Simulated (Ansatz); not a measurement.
Two isomers of CH9BOSi2: A = `C[SiH]([SiH3])BO`, B = `CB[SiH](O)[SiH3]`.

Calculated with Ansatz (gas phase, PBE0-D4/def2-TZVP geometries, no zero-point term in ΔE). CCSD(T)/CBS adds triple-zeta CCSD(T) − MP2 to the extrapolated MP2 energy (def2 sets, frozen cores). Functionals use def2-TZVPP. B3LYP here is the variant with VWN-RPA as its local correlation; programs differ in this. One conformer a species, not always the lowest.

(1) Which isomer does CCSD(T)/CBS put lower? Give the gap. (An estimate is asked.)

(2) Give E(B) − E(A) in kJ/mol with CCSD/def2-TZVPP, B3LYP, CCSD(T)/def2-TZVPP, B2PLYP, ωB97M-V, PBE-D4, HF/def2-TZVPP. (An estimate is asked.)

Largest T1 diagnostic: 0.014.

Answers

(1) Ansatz gave: A, by 54.8 kJ/mol.

(2) The calculation gave: CCSD/def2-TZVPP 55.5, B3LYP 54.1, CCSD(T)/def2-TZVPP 58.0, B2PLYP 55.3, ωB97M-V 56.1, PBE-D4 59.2, HF/def2-TZVPP 46.6. None reverses the order clearly.

In def2-TZVPP, CCSD(T) changes the Hartree–Fock value by +11.3 kJ/mol (the triples alone add +2.4 kJ/mol) and MP2 by +11.2 kJ/mol.
